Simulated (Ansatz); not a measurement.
# Abstraction of H: BH(CH3)Cl + GaH(CH3) → B(CH3)Cl + GaH2(CH3)

Species: BH(CH3)Cl, singlet; GaH(CH3), doublet; B(CH3)Cl, doublet; GaH2(CH3), singlet. A radical takes H: the energy is the difference in strength between the B–H bond broken and the Ga–H bond made.

Shapes, held fixed at every level: PBE0-D4/def2-TZVP. Programs: Ansatz 0.2.0. Electronic energies: no zero-point or thermal term.

(1) Estimate ΔE of this reaction.

## Answers

(1) MP2/def2-TZVPP gives ΔE = +99.5 kJ/mol; the levels span +91.2 to +102.2. The median of the levels is +100.0. No measured value is set beside it here. Open shells run unrestricted unless RO is named. Relativity is left out for Ga unless named. Correlated rows may include outer-core shells of Ga, which these sets cover unevenly. Times are processor times on shared x86 and Arm servers, and rough.

| level | kind | ΔE (kJ/mol) | CPU time (sum over the molecules) |
| --- | --- | --- | --- |
| SPW92/def2-TZVPP | LDA | +100.0 | 11 s |
| PBE-D4/def2-TZVPP | GGA | +98.8 | 24 s |
| r2SCAN-D4/def2-TZVPP | meta-GGA | +91.2 | 28 s |
| B2PLYP/def2-TZVPP | double hybrid | +102.2 | 25 s |
| CCSD(T)/def2-SVP | coupled cluster or CI | +100.4 | 14 s |
| CCSD/def2-SVP | coupled cluster or CI | +100.4 | – |
| MP2/def2-TZVPP | perturbation theory | +99.5 | – |
